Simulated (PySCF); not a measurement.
niobium atom (Nb), sextet (core potentials on Nb). Base run: PBE0/def2-TZVP run with PySCF.

Here is a job for PySCF.
```python
from pyscf import gto, scf, dft, solvent

mol = gto.M(
    atom='''
Nb    0.00000000    0.00000000    0.00000000
''',
    basis='def2-tzvp',
    ecp={'Nb': 'def2-tzvp'},
    spin=5,
    verbose=4,
)

mf = dft.UKS(mol)
mf.xc = 'pbe0'
mf.kernel()
mf.analyze()
```

Each row names what was changed in the base input (with any setting that the change needs).

```csv
change,ΔE vs base (kJ/mol)
base,0.00
model = SS(V)PE; solvent = water,-2.79
model = IEF-PCM; solvent = water; r_probe = 0.5,0.67
model = IEF-PCM; solvent = water; vdw_scale = 1.4,-0.95
model = C-PCM; solvent = water,-2.81
model = IEF-PCM; solvent = water,-2.79
model = ddCOSMO; solvent = water,-30.9
model = IEF-PCM; solvent = water; vdw_scale = 1.1,-5.34
model = IEF-PCM; solvent = water; vdw_scale = 1.0,-10.99
model = COSMO; solvent = water,-2.79
model = IEF-PCM; solvent = water; lebedev_order = 11,-2.78
model = IEF-PCM; solvent = acetonitrile,-2.71
```

The base is the gas phase, so ΔE is the electrostatic part of solvation at a fixed geometry, without cavity and dispersion terms.

Open shells are given as the SCF converged; they aren't shown to be the lowest states, and a large step between rows can be another state.
